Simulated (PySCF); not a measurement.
C4H14Si2.
Cartesian coordinates in Å at the PBE0-D3(BJ)/def2-SVP level; atoms count from 1:
```xyz
20
C4H14Si2 angstrom
C     -3.230    0.068   -0.325
C     -1.818    0.434    0.105
C     -0.827   -0.712   -0.069
C      0.597   -0.419    0.434
Si     1.698   -1.950    0.301
Si     1.422    1.051   -0.426
H     -3.612   -0.791    0.251
H     -3.264   -0.209   -1.391
H     -3.928    0.905   -0.176
H     -1.475    1.312   -0.470
H     -1.818    0.751    1.163
H     -1.226   -1.602    0.453
H     -0.788   -0.993   -1.138
H      0.566   -0.174    1.514
H      1.954   -2.284   -1.136
H      1.022   -3.124    0.939
H      3.009   -1.721    0.980
H      0.830    2.363   -0.017
H      1.269    0.906   -1.908
H      2.881    1.087   -0.098
```

Method: PBE0-D3(BJ)/def2-SVP geometry optimisation, gas phase in PySCF 2.14.0.

Masses are those of the commonest isotopes; rigid-rotor values at the optimised geometry. The values belong to one conformer with, in the numbering `[CH3:1][CH2:2][CH2:3][CH:4]([SiH3:5])[SiH3:6]`, C1–C2–C3–C4 -176°, C2–C3–C4–Si5 175°.

Q: What are A, B and C (MHz)?

A: Ia = 178.10, Ib = 418.38, Ic = 561.24 u·Å²; 505379 MHz·u·Å²/I gives A = 2838, B = 1208, C = 900.5 MHz.

Q: Classify the top.

A: An asymmetric top. Ray's parameter κ = (2B − A − C)/(A − C) = -0.683; −1 is the prolate and +1 the oblate limit.

Q: What does the inertial defect say?

A: Not planar: Δ = Ic − Ia − Ib = -35.25 u·Å². For a rigid frame Δ = −2 Σ m c², so Σ m c² = 17.62 u·Å² lies off the ab plane: 13.44 from hydrogen and 4.19 from heavier atoms. The atom farthest from that plane is 1.57 Å away.

Q: Give the other two planar moments, Paa and Pbb, and the rms extents of the mass along the axes.

A: Paa = Σ m a² = (Ib + Ic − Ia)/2 = 400.76 and Pbb = Σ m b² = (Ia + Ic − Ib)/2 = 160.48 u·Å². With the mass M = 118.06 u, the rms extents √(P/M) along a, b and c are 1.84, 1.17, 0.39 Å.

Q: List the rotational levels J(Ka,Kc) to J = 3 (MHz).

A: Above 0(0,0):
J = 1: 1(0,1) 2108, 1(1,1) 3738, 1(1,0) 4045
J = 2: 2(0,2) 6286, 2(1,2) 7647, 2(1,1) 8570, 2(2,1) 13459, 2(2,0) 13498
J = 3: 3(0,3) 12457, 3(1,3) 13488, 3(1,2) 15330, 3(2,2) 19784, 3(2,1) 19977, 3(3,1) 28724, 3(3,0) 28727

Q: Predict some low-J microwave lines.

A: The dipole components are |μa| = 0.98 D, |μb| = 0.27 D, |μc| = 0.47 D. The squared components, which scale the intensities, stand as 1.00 : 0.08 : 0.22 (a : b : c). Some lines, for components of 0.1 D or more:

| type | branch | J(Ka,Kc) | MHz | lower level (cm⁻¹) |
| --- | --- | --- | --- | --- |
| c | Q | 4(1,4) ← 4(0,4) | 707 | 0.685 |
| c | Q | 1(1,1) ← 1(0,1) | 1630 | 0.070 |
| b | R | 2(0,2) ← 1(1,1) | 2548 | 0.125 |
| b | R | 4(1,3) ← 3(2,2) | 4505 | 0.660 |
| a | R | 3(0,3) ← 2(0,2) | 6171 | 0.210 |
| b | Q | 3(2,2) ← 3(1,3) | 6296 | 0.450 |
| a | R | 3(2,2) ← 2(2,1) | 6325 | 0.449 |
| c | R | 2(1,1) ← 1(0,1) | 6461 | 0.070 |
| a | R | 4(1,4) ← 3(1,3) | 7748 | 0.450 |
| b | Q | 4(3,1) ← 4(2,2) | 8509 | 0.959 |
| a | R | 4(2,2) ← 3(2,1) | 8764 | 0.666 |
| b | Q | 4(3,2) ← 4(2,3) | 9041 | 0.940 |
| a | R | 5(1,5) ← 4(1,4) | 9631 | 0.708 |
| c | R | 2(2,1) ← 1(1,1) | 9721 | 0.125 |
| b | R | 2(2,0) ← 1(1,1) | 9760 | 0.125 |
| c | R | 3(2,1) ← 2(1,1) | 11408 | 0.286 |
| c | R | 4(1,3) ← 3(0,3) | 11832 | 0.416 |
| b | R | 3(2,1) ← 2(1,2) | 12330 | 0.255 |
| c | Q | 4(4,1) ← 4(3,1) | 12398 | 1.243 |
| b | Q | 5(4,2) ← 5(3,3) | 12403 | 1.597 |
| c | R | 4(2,3) ← 3(1,3) | 14698 | 0.450 |
| c | R | 4(3,1) ← 3(2,1) | 17273 | 0.666 |
| b | R | 5(3,3) ← 4(2,2) | 19134 | 0.959 |
| c | R | 5(4,2) ← 4(3,2) | 23050 | 1.242 |
| b | R | 5(4,1) ← 4(3,2) | 23052 | 1.242 |
| b | R | 5(5,1) ← 4(4,0) | 26598 | 1.656 |

Q: Estimate the classical rotational partition function at 10 K, 200 K and 298.15 K.

A: Point group C1, symmetry number σ = 1; q = (√π/σ)·√((kT/h)³/(ABC)), k/h = 20836.6 MHz/K: 3030 at 10 K, 271000 at 200 K, 494000 at 298.15 K.

Stationary, but not proved a minimum. Zero-point vibration and centrifugal distortion are left out. A rigid rotor knows nothing of internal rotation, which can split or shift real lines.
